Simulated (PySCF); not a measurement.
# Working out the ionisation energy of I

I [Kr] 4d10 5s2 5p5 (2P) → I⁺ [Kr] 4d10 5s2 5p4 (3P). Calculation: PySCF 2.14, in x2c-TZVPall (8s6p4d2f, 60 functions); scalar relativity by spin-free X2C-1e. Frozen: [Kr] 4d10. Energies in hartree (1 hartree = 27.21139 eV):

```
             part     I (lower)    I⁺ (upper)
              UHF  -7112.659944  -7112.307628
MP2 opposite-spin     -0.082890     -0.063771
    MP2 same-spin     -0.024366     -0.018447
```

Task: What does Hartree-Fock give?

Result: (-7112.307628) − (-7112.659944) = 0.352316 hartree = 9.587 eV.

Task: What do MP2 and SCS-MP2 (6/5 opposite-spin, 1/3 same-spin) give?

Result: The opposite-spin parts differ by 0.520 eV and the same-spin parts by 0.161 eV. MP2: 9.587 + (0.520) + (0.161) = 10.268 eV. SCS-MP2: 9.587 + 1.2 × (0.520) + (0.161)/3 = 10.265 eV.

Measured between the centres of the two terms (NIST): 10.519 eV, so MP2 (valence) is off by -0.251 eV.

What remains against the reference includes basis incompleteness, the frozen core and correlation beyond second order.
